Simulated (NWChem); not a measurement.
System: sulfur tetrafluoride (SF4); SMILES FS(F)(F)F

Input file for NWChem:

```
start job
memory heap 200 mb stack 900 mb global 1100 mb
geometry units angstroms noautoz
  F      1.220545     0.000000     0.616808
  S      0.000000     0.000000    -0.387794
  F      0.000000    -1.654169    -0.275546
  F      0.000000     1.654169    -0.275546
  F     -1.220545     0.000000     0.616808
end
basis spherical
  F library def2-svp
  S library def2-svp
end
dft
  xc xcamb88 1.00 lyp 0.81 vwn_5 0.19 hfexch 1.00
  cam 0.33 cam_alpha 0.19 cam_beta 0.46
  iterations 150
end
tddft
  cis
  nroots 6
  notriplet
end
task tddft energy
```

Geometry: optimised at PBE0/def2-SVP.

Vertical excitations in the gas phase.

Task: What results follow from this input? (CAM-B3LYP/def2-SVP, TDA.) Quantities: basis functions; lowest excitation, singlet (eV); oscillator strength of that lowest state; lowest state with f > 0.02, singlet (eV); oscillator strength of that bright state; orbital gap (eV).

Result: 
```json
{
  "number_of_basis_functions": "74",
  "lowest excitation, singlet (eV)": "6.70",
  "oscillator_strength_of_that_lowest_state": "0.062",
  "lowest state with f > 0.02, singlet (eV)": "6.70",
  "oscillator_strength_of_that_bright_state": "0.062",
  "orbital gap (eV)": "10.43"
}
```
